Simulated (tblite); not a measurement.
Species: C2H7F2GeP.
Numbering: `[F:1][CH:2]([F:3])[CH2:4][GeH2:5][PH2:6]` (hydrogens: H7 on C2; H8, H9 on C4; H10, H11 on Ge5; H12, H13 on P6)

Computed with GFN2-xTB (tblite), gas phase: L-BFGS steps from a force-field or distance-geometry start until the largest atomic force falls under 0.01 eV/Å.

Step 17: E = -592.2495 eV
```
atom  x, y, z in Å  |  force x, y, z in eV/Å
F1     -0.5246    1.4645    0.9887    0.022   0.002  -0.054
C2     -1.4578    0.7436    0.3040   -0.076  -0.032   0.061
F3     -1.6279    1.3968   -0.8727   -0.003  -0.023   0.042
C4     -0.9405   -0.6474    0.0723    0.063   0.063  -0.104
Ge5     0.8094   -0.4483   -0.9185   -0.125   0.027  -0.060
P6      2.6667   -0.3120    0.4222    0.071  -0.005   0.010
H7     -2.4051    0.8146    0.8634    0.021  -0.003  -0.003
H8     -1.6621   -1.2129   -0.5130    0.013   0.052   0.027
H9     -0.8186   -1.1318    1.0410    0.018  -0.021  -0.067
H10     0.6988    0.7574   -1.8138   -0.006  -0.054  -0.005
H11     0.8922   -1.6238   -1.8705   -0.004  -0.011   0.066
H12     1.9831   -0.8040    1.5252    0.011  -0.001   0.042
H13     2.3821    1.0040    0.7539   -0.004   0.005   0.046
```

Step 18: E = -592.2514 eV
```
atom  x, y, z in Å  |  force x, y, z in eV/Å
F1     -0.5264    1.4698    0.9878    0.024   0.007  -0.059
C2     -1.4597    0.7457    0.3070   -0.058  -0.042   0.044
F3     -1.6377    1.3966   -0.8700    0.000  -0.004   0.048
C4     -0.9392   -0.6423    0.0698    0.084   0.017  -0.103
Ge5     0.8134   -0.4460   -0.9222   -0.126  -0.018   0.001
P6      2.6712   -0.3119    0.4254    0.018  -0.009  -0.025
H7     -2.4041    0.8114    0.8712    0.009   0.005  -0.004
H8     -1.6607   -1.2068   -0.5161    0.005   0.055  -0.002
H9     -0.8205   -1.1350    1.0343    0.039  -0.008  -0.045
H10     0.7005    0.7565   -1.8198   -0.004  -0.047  -0.020
H11     0.8955   -1.6332   -1.8632   -0.009   0.024   0.069
H12     1.9827   -0.8076    1.5245    0.016   0.010   0.035
H13     2.3806    1.0033    0.7537    0.002   0.011   0.061
```

Step 19: E = -592.2528 eV
```
atom  x, y, z in Å  |  force x, y, z in eV/Å
F1     -0.5277    1.4745    0.9859    0.022   0.007  -0.050
C2     -1.4618    0.7469    0.3101   -0.013  -0.034   0.013
F3     -1.6462    1.3963   -0.8666   -0.008   0.015   0.040
C4     -0.9368   -0.6377    0.0665    0.060  -0.023  -0.063
Ge5     0.8146   -0.4445   -0.9253   -0.074  -0.042   0.051
P6      2.6747   -0.3119    0.4274   -0.043  -0.006  -0.047
H7     -2.4033    0.8084    0.8781   -0.004   0.006   0.004
H8     -1.6588   -1.2004   -0.5193   -0.009   0.045  -0.034
H9     -0.8216   -1.1374    1.0278    0.059   0.000  -0.032
H10     0.7023    0.7544   -1.8251   -0.007  -0.035  -0.036
H11     0.8984   -1.6406   -1.8558   -0.016   0.040   0.063
H12     1.9826   -0.8105    1.5242    0.025   0.020   0.022
H13     2.3794    1.0030    0.7543    0.009   0.006   0.068
```

Step 20: E = -592.2541 eV
```
atom  x, y, z in Å  |  force x, y, z in eV/Å
F1     -0.5282    1.4784    0.9833    0.018   0.002  -0.033
C2     -1.4635    0.7472    0.3128    0.031  -0.014  -0.017
F3     -1.6530    1.3963   -0.8630   -0.020   0.028   0.021
C4     -0.9340   -0.6344    0.0629    0.007  -0.043  -0.008
Ge5     0.8138   -0.4440   -0.9269   -0.006  -0.035   0.073
P6      2.6763   -0.3119    0.4281   -0.087   0.003  -0.052
H7     -2.4029    0.8061    0.8836   -0.007   0.000   0.013
H8     -1.6574   -1.1944   -0.5225   -0.023   0.029  -0.060
H9     -0.8213   -1.1393    1.0218    0.072   0.000  -0.021
H10     0.7035    0.7518   -1.8299   -0.010  -0.031  -0.043
H11     0.9004   -1.6458   -1.8486   -0.022   0.040   0.050
H12     1.9830   -0.8127    1.5245    0.033   0.027   0.008
H13     2.3789    1.0030    0.7562    0.014  -0.006   0.068
```

**Question.** Estimate the geometry and energy of step 21. (The exact step hangs on the optimiser's Hessian estimate; all steps are aligned on step 20, rigid shifts and turns removed.)

**Answer.** E = -592.2554 eV, largest force 0.114 eV/Å
```
atom  x, y, z in Å  |  force x, y, z in eV/Å
F1     -0.5283    1.4821    0.9799    0.017  -0.006  -0.011
C2     -1.4647    0.7470    0.3152    0.060   0.012  -0.038
F3     -1.6601    1.3968   -0.8590   -0.032   0.033  -0.001
C4     -0.9311   -0.6318    0.0588   -0.059  -0.044   0.044
Ge5     0.8126   -0.4439   -0.9276    0.055  -0.006   0.066
P6      2.6761   -0.3117    0.4280   -0.105   0.016  -0.042
H7     -2.4023    0.8040    0.8892    0.003  -0.011   0.018
H8     -1.6567   -1.1878   -0.5268   -0.031   0.008  -0.077
H9     -0.8191   -1.1414    1.0150    0.074  -0.006  -0.007
H10     0.7043    0.7487   -1.8356   -0.012  -0.037  -0.039
H11     0.9017   -1.6502   -1.8402   -0.024   0.029   0.032
H12     1.9845   -0.8144    1.5255    0.036   0.030  -0.005
H13     2.3788    1.0030    0.7598    0.017  -0.018   0.061
```

The energy changes by -0.0014 eV. The first-order estimate −F·Δx gives -0.0018 eV and the mean of the old and new forces, exact on a quadratic surface, -0.0014 eV. The step makes an angle of 67° with the force vector and moves no atom by more than 0.010 Å.

The cost below is that of the whole relaxation. Time: 0.77 s of wall time. Hardware: Arm Neoverse V1, one thread, no GPU, shared host.
